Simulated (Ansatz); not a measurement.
`[GeH3][SeH]` + BH₃ → `B[SeH]` + GeH₄  (formal exchange of groups at the Se–Ge bond)

Computed with Ansatz on PBE0-D4/def2-TZVP structures; ΔE is electronic, products minus reactants. CCSD(T)/CBS adds triple-zeta CCSD(T) − MP2 to the extrapolated MP2 energy (def2 sets, frozen cores). This one scheme is used for every species. Functionals use def2-TZVPP. For Ge, Se outer-core shells are correlated without core-valence functions, which leaves a few kJ/mol of doubt a bond. Scalar relativity is left out up to krypton.

```
        level  ΔE (eV)
       PBE-D4    -0.57
      PBE0-D4    -0.50
     BHLYP-D4    -0.36
HF/def2-QZVPP    -0.25
```

Q: What does CCSD(T)/CBS give? (Best estimate.)

A: Computed: -0.47 eV. The listed levels differ from it by -0.10, -0.03, 0.11, 0.22 eV.

Q: What do rigid-rotor, harmonic-oscillator terms from PBE0-D4/def2-TZVP frequencies (298.15 K, 1 bar) make of the CCSD(T)/CBS value? (Estimate.)

A: Computed: ΔZPE = +0.03 eV, ΔH = -0.47 eV, ΔS = -13 J/(mol·K), ΔG = -0.43 eV.

Largest T1 diagnostic among the species: 0.013.

From r2SCAN to r2SCAN0 (25 % exact exchange), in def2-TZVPP and without D4, ΔE moves by +0.05 eV. In def2-TZVPP, CCSD(T) changes the Hartree–Fock value by −0.23 eV (the triples alone add −0.04 eV) and MP2 by −0.20 eV.
